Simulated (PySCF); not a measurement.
**`CB(C)c1ccccn1`, C₇H₁₀BN**

Geometry:
```csv
atom,x (Å),y (Å),z (Å)
C1,-2.194,-1.203,0.313
B2,-1.346,0.034,-0.156
C3,-2.053,1.287,-0.771
C4,0.234,0.052,-0.029
C5,0.943,-0.894,0.728
C6,2.332,-0.823,0.815
C7,2.984,0.196,0.130
C8,2.210,1.096,-0.608
N9,0.889,1.035,-0.684
H10,-3.177,-0.906,0.713
H11,-2.414,-1.785,-0.604
H12,-1.713,-1.896,1.019
H13,-3.044,1.085,-1.204
H14,-2.215,1.984,0.076
H15,-1.408,1.826,-1.480
H16,0.403,-1.685,1.252
H17,2.895,-1.550,1.406
H18,4.071,0.298,0.160
H19,2.696,1.909,-1.163
```

Level of theory: quadratic response CAM-B3LYP/aug-cc-pVDZ first hyperpolarisability, Taylor convention, gas phase in PySCF. Geometry: PBE0-D3(BJ)/def2-SVP.

Q: Give the tensor of the second harmonic β(−2ω;ω,ω) at 1064 nm in the axes of these coordinates.

A: In au, Taylor convention; rows are the first index (the induced dipole):
|  | xx | yy | zz | xy | xz | yz |
| --- | --- | --- | --- | --- | --- | --- |
| x | +419.1 | -33.5 | -9.2 | -7.4 | +44.3 | +8.6 |
| y | -9.6 | +21.6 | +0.3 | -31.3 | +7.6 | -2.8 |
| z | +46.3 | -2.7 | -19.4 | +7.5 | -8.2 | +0.7 |

Norm of βᵢ = ⅓ Σⱼ (βᵢⱼⱼ + βⱼᵢⱼ + βⱼⱼᵢ): 379.5 au, hyper-Rayleigh value 169.4 au.
